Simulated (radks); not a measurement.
Results of a calculation; reference values are marked as such.
Problem. Neutral hydrogen, 1s1. Level of theory: non-relativistic Kohn-Sham, exchange-only LDA, spin-polarised, spherical densities, point nucleus (a radial shooting solver on a logarithmic mesh with Libxc functionals). Every spin shell is full or empty, so the densities are truly spherical. Functionals are evaluated on that one density, not self-consistently. Rank these orbital-free kinetic functionals by their error against the exact value of the orbitals, and give that value: Thomas-Fermi, von Weizsacker, TF + vW, TF + vW/9, TF + vW/5, LC94, APBEK, Perdew 92, Thakkar, LKT, PG1, DePristo-Kress, Ernzerhof.

Solution. Exact: 0.457079 hartree. From best to worst, with 100 (|E| - |E exact|)/|E exact| (equal figures are ties): von Weizsacker 0.00, APBEK +1.38, LC94 +1.50, Thakkar +1.74, DePristo-Kress +1.91, TF + vW/9 +1.93, Perdew 92 +1.95, Ernzerhof +5.58, Thomas-Fermi -9.18, TF + vW/5 +10.82, PG1 +53.99, LKT +61.45, TF + vW +90.82.
